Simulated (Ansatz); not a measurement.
Total energies of ClH₃MoO₃S (`[OH][Mo]([OH])([OH])(=[S])[Cl]`).

```json
{"atom": "O1", "x (Å)": "0.668", "y (Å)": "-0.452", "z (Å)": "1.625"}
{"atom": "Mo2", "x (Å)": "0.148", "y (Å)": "0.128", "z (Å)": "-0.066"}
{"atom": "O3", "x (Å)": "-1.168", "y (Å)": "0.178", "z (Å)": "-1.380"}
{"atom": "O4", "x (Å)": "1.091", "y (Å)": "-1.219", "z (Å)": "-0.924"}
{"atom": "S5", "x (Å)": "1.200", "y (Å)": "1.905", "z (Å)": "-0.334"}
{"atom": "Cl6", "x (Å)": "-1.822", "y (Å)": "0.654", "z (Å)": "1.248"}
{"atom": "H7", "x (Å)": "0.053", "y (Å)": "-0.419", "z (Å)": "2.365"}
{"atom": "H8", "x (Å)": "-2.092", "y (Å)": "0.315", "z (Å)": "-1.146"}
{"atom": "H9", "x (Å)": "1.922", "y (Å)": "-1.090", "z (Å)": "-1.389"}
```

The species carries charge 0 and has multiplicity 1. Correlated methods include outer-core shells of Mo, which these sets cover unevenly. Mo: def2 effective core potential. Geometry: relaxed with PBE0-D4/def2-TZVP. It is one conformer, not always the lowest. Basis def2-TZVPP, Ansatz 0.2.0.

RPA on PBE orbitals: Hartree–Fock energy of these orbitals -1151.00283 Eh, correlation -2.51204 Eh (frozen core).

```csv
functional,energy without D4 (Eh),D4 term (kJ/mol)
LDA (SPW92),-1149.86172,–
PBE,-1153.86568,-29.9
revPBE,-1154.24707,-77.8
BLYP,-1154.36866,-64.1
r2SCAN,-1154.29644,-7.0
B97M-V,-1154.12650,–
PBE0,-1153.85075,-25.6
B3LYP,-1154.45191,-48.8
r2SCANh,-1154.24202,-7.7
r2SCAN0,-1154.16301,-8.5
HSE06 (plane-wave form),-1153.82606,-24.1
BHLYP,-1154.12155,-41.3
CAM-B3LYP,-1154.29074,-26.5
LC-ωPBE,-1154.00775,–
ωB97X-V,-1154.12661,–
ωB97M-V,-1154.17888,–
B2PLYP,-1153.92680,–
PBE-QIDH,-1153.59220,–
```

B3LYP takes the VWN-RPA correlation (the form of Gaussian; ORCA's B3LYP/G). HSE06 is the plane-wave form, built on full-range PBE exchange. The double hybrids freeze the cores in their second-order part.

LC-ωPBE has ω = 0.4 bohr⁻¹.
